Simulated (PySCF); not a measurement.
Input file for PySCF: R-M06-2X/def2-TZVPPD on C3H10O (a complex).

```python
from pyscf import gto, dft

mol = gto.M(
    atom='''
    C     0.10011535    0.04827125   -0.37655289
    H     1.14705982    0.28507369   -0.56453862
    H    -0.50866659    0.43419237   -1.19349579
    H    -0.01936544   -1.03351848   -0.31961153
    H    -0.21394075    0.50107125    0.56259293
    C     1.10561283    0.23482959    3.26493170
    O    -0.27921424    0.46007353    3.12013693
    C    -1.03414414   -0.72397028    3.25101849
    H     1.48078222   -0.45625967    2.49901256
    H     1.34158919   -0.17933082    4.25400813
    H     1.60592007    1.19540262    3.15233346
    H    -0.75649123   -1.46216830    2.48746194
    H    -2.08253922   -0.45841556    3.12396680
    H    -0.89621450   -1.17839975    4.24096790
    ''',
    basis='def2-tzvppd',
    charge=0, spin=0, verbose=4, max_memory=1800)
mf = dft.RKS(mol, xc='m062x').density_fit(auxbasis='def2-universal-jkfit')
mf.grids.level = 4
mf.conv_tol = 1e-9
mf.max_cycle = 150
mf.kernel()
mf.dip_moment()
```

Task: Give the final energy of this run.

Result: -195.5186 hartree.
